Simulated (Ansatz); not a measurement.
`BBN` + `[SH][GeH3]` → `NB[S][GeH3]` + BH₃  (cleavage of the B–B bond)

Computed with Ansatz on PBE0-D4/def2-TZVP structures; ΔE is electronic, products minus reactants. CCSD(T)/CBS is the MP2 limit (def2-TZVPP, def2-QZVPP) plus CCSD(T) − MP2 in def2-TZVPP, frozen cores. This one scheme is used for every species. DFT in def2-TZVPP. HSE06 is defined as in plane-wave codes. For Ge outer-core shells are correlated without core-valence functions, which leaves a few kJ/mol of doubt a bond. Scalar relativity is left out up to krypton. One conformer a species, not always the lowest.

`BBN`:

Cartesian coordinates in Å:
```
B -0.685 -0.811 -0.924
B 0.221 -0.232 0.346
N 0.531 1.084 0.672
H -1.861 -1.030 -0.823
H -0.188 -1.140 -1.967
H 0.669 -1.083 1.082
H 1.092 1.331 1.469
H 0.222 1.882 0.144
```

`[SH][GeH3]`:

```xyz
6

S     1.461   -0.602    0.684
Ge   -0.548    0.092    0.029
H     2.084   -0.198   -0.436
H    -0.970   -0.629   -1.260
H    -0.542    1.611   -0.201
H    -1.485   -0.275    1.185
```

`NB[S][GeH3]`:

```xyz
10

N     0.159    2.041   -1.188
B     0.244    0.871   -0.440
S    -1.199   -0.230   -0.314
Ge   -0.319   -1.804    0.983
H    -0.669    2.331   -1.680
H     0.934    2.673   -1.281
H     1.272    0.605    0.113
H    -1.425   -2.846    1.197
H     0.112   -1.197    2.326
H     0.890   -2.444    0.285
```

BH₃:

Cartesian coordinates in Å:
```
B 0.000 0.000 0.000
H -0.968 0.456 0.529
H -0.112 -0.900 -0.776
H 1.080 0.444 0.246
```

Question: Is it downhill or uphill in electronic energy at CCSD(T)/CBS, and by how much? (Estimate.)

Answer: Computed: Downhill: ΔE = -0.90 eV.

Question: What do these levels give: r2SCAN-D4, HSE06-D4, CAM-B3LYP-D4, r2SCAN, PBE0, BHLYP? (Estimate.)

Answer: Computed: r2SCAN-D4 -0.86, HSE06-D4 -0.84, CAM-B3LYP-D4 -0.84, r2SCAN -0.85, PBE0 -0.80, BHLYP -0.83 eV.

Largest T1 diagnostic among the species: 0.013.

Leaving LDA and LC-ωPBE aside and taking each functional with its dispersion term where it has one, the values, not all of them listed here, spread over 0.12 eV, from PBE-QIDH to PBE-D4. The D4 term adds −0.07 eV with B3LYP and −0.04 eV with PBE0; it sums over pairs of atoms, weighted by their polarisabilities, and B3LYP, whose exchange is more repulsive, gets the larger term.

B3LYP here is the variant with VWN-RPA as its local correlation; programs differ in this.
